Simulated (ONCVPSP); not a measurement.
## Transferability test, ONCV potential for N

```json
{"Element": "nitrogen (N)", "Generator": "ONCVPSP 4.0.1", "Type": "optimised norm-conserving Vanderbilt (ONCV)", "Functional": "PBE", "Relativity": "scalar-relativistic", "Frozen core": "[He]", "Valence charge": "5", "Reference configuration": "2s1.5 2p3.5", "Partial waves": "2s: rc 1.15 bohr, ncon 4, nbas 7, qcut 6.1 1/bohr, local; 2p: rc 1.90 bohr, ncon 4, nbas 7, qcut 8.3 1/bohr, 2 projectors, debl 0.8 Ha", "Local potential": "the s channel", "Core correction": "Teter function fitted to the true core (icmod 2), fcfact 0.7"}
```

Energies are relative to the spin-unpolarised reference configuration 2s1.5 2p3.5; without spin polarisation the order of configurations can differ from experiment.

Give the all-electron excitation energy and the error of the potential for: 2s2 2p3; 2s2 2p2; 2s2 2p1; 2s0 2p5.

```tsv
valence configuration	charge	ΔE all-electron (eV)	error AE − PS (meV)
2s2 2p3	0	-5.750	+0.5
2s2 2p2	+1	7.841	+74
2s2 2p1	+2	36.695	+427
2s0 2p5	0	17.291	+4.3
```
